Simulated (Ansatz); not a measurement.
SiNH6Br, closed shell: at a first-order saddle point.

in.yaml

```yaml
crystal:
  periodic: [false, false, false]
  atoms:
    - {symbol: Si, position_ang: [-0.222132, -0.159607, -0.347345]}
    - {symbol: Br, position_ang: [0.618683, 1.282425, -2.477219]}
    - {symbol: H, position_ang: [0.485605, -1.234154, -1.049668]}
    - {symbol: H, position_ang: [-1.475960, 0.550929, -0.615407]}
    - {symbol: N, position_ang: [-0.456085, -0.797313, 1.217120]}
    - {symbol: H, position_ang: [0.982043, 1.211666, -0.544659]}
    - {symbol: H, position_ang: [0.957561, 0.982843, 0.285661]}
    - {symbol: H, position_ang: [-1.055069, -0.363057, 1.900826]}
    - {symbol: H, position_ang: [0.165454, -1.473732, 1.630591]}
basis:
  gaussian: {orbitals: def2-TZVPP}
hamiltonian: {xc: {name: B2PLYP}}
```

Launched with

```bash
ansatz run in.yaml --threads 4 --pin off --events-out ev --progress --plain --max-ram 9574MiB
```

Output of Ansatz 0.2.0:

```
Functional definition: B2PLYP
  name "B2PLYP"
  cite "Grimme, J. Chem. Phys. 124, 034108 (2006) doi:10.1063/1.2148954"
  cite "Becke, Phys. Rev. A 38, 3098 (1988) doi:10.1103/PhysRevA.38.3098"
  cite "Lee, Yang & Parr, Phys. Rev. B 37, 785 (1988) doi:10.1103/PhysRevB.37.785"
  parameter a = 0.53
  parameter c = 0.27
  exchange = (1 - a)*b88_x + a*exact_x
  correlation = (1 - c)*lyp_c + c*(mp2_os + mp2_ss)
1210 factors; integrals over basis functions are off by at most 7.7e-4 eV
mean field evaluation 1: about -79486.6358 eV, gradient 4.9e1 eV
mean field evaluation 2: about -79486.7275 eV, gradient 4.9e1 eV
mean field evaluation 4: about -79491.1502 eV, gradient 3.6e0 eV
mean field evaluation 8: about -79491.1887 eV, gradient 3.8e-2 eV
mean field evaluation 16: about -79491.1887 eV, gradient 1.8e-5 eV
mean field -79491.18873719 eV, -2921.2473050289 hartree, gradient 3.5e-6 eV, S^2 0.000000; 0 other end points of the search recorded, 0 dependent functions left out
15 core orbitals not correlated: weight in the atoms' cores, before any rotation towards them, 1.000 or more for the frozen orbitals, at most 0.000 for the correlated occupied ones
reference -79491.18889853 eV, -2921.2473109581 hartree; 16, 16 occupied and 174, 174 virtual orbitals, 1210 factors
second order -21.66451842 eV of doubles, -0.00000000 eV of singles
Total energy: -79497.03831851 eV, -2921.4622731772 hartree
```

The lines “mean field evaluation” count trial sets of orbitals through the whole run, from several starts and some on an approximate energy, so they need not fall steadily or lie above the final value.

The run took about 3.3 s on 4 CPU threads of an Arm Neoverse V2 (shared host).
